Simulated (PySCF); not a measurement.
Several compounds and their computed core spectra got separated.

Theory: delta-SCF UKS SCAN, pcX-2 on the ionised atom, pcseg-1 elsewhere, spin-free X2C (PySCF 2.14.0). Geometries: PBE0-D3(BJ)/def2-SVP; isolated species, one conformer each.

Line lists (1s up to Mg, 2p3/2 beyond, nothing for Se; areas count atoms within a level, one atom standing for each set equivalent by bonding):
1. C 1s: 290.79 (area 2), 291.92 (area 2) eV; O 1s: 538.02 eV
2. C 1s: 290.51 (area 1), 290.56 (area 1), 290.57 (area 1), 290.66 (area 1), 290.70 (area 1), 290.89 (area 1) eV; P 2p3/2: 137.32 eV
3. C 1s: 291.75 eV; N 1s: 404.50 eV; Si 2p3/2: 106.95 (area 1), 107.02 (area 1) eV

Structures:
A. `CN[SiH2][Se][SiH3]`
B. `[P@@](=[Se])(C=C)(C)C(C)C`
C. `O1CCCC1`

Which list belongs to which compound?

- 1 = C: no other candidate has this set of levels. C 1s: 290.79 ring CH2 carbon (×2), 291.92 sp3 carbon bound to oxygen (×2); O 1s: 538.02 cyclic ether oxygen.
- 2 = B: no other candidate has this set of levels. C 1s: 290.51 alkene CH carbon, 290.56 terminal =CH2 carbon, 290.57 methyl carbon, 290.66 sp3 carbon bound to phosphorus, 290.70 sp3 carbon bound to phosphorus, 290.89 methyl carbon; P 2p3/2: 137.32 phosphorus bonded to 3 C and Se.
- 3 = A: no other candidate has this set of levels. C 1s: 291.75 N-methyl carbon; N 1s: 404.50 silicon-bound nitrogen; Si 2p3/2: 106.95 SiH3 silicon, 107.02 SiH2 silicon.

2p3/2 and 2p1/2 are the ΔSCF energy of one spin-free 2p hole plus the eigenvalues of a spin–orbit and ligand-field matrix of the shell.
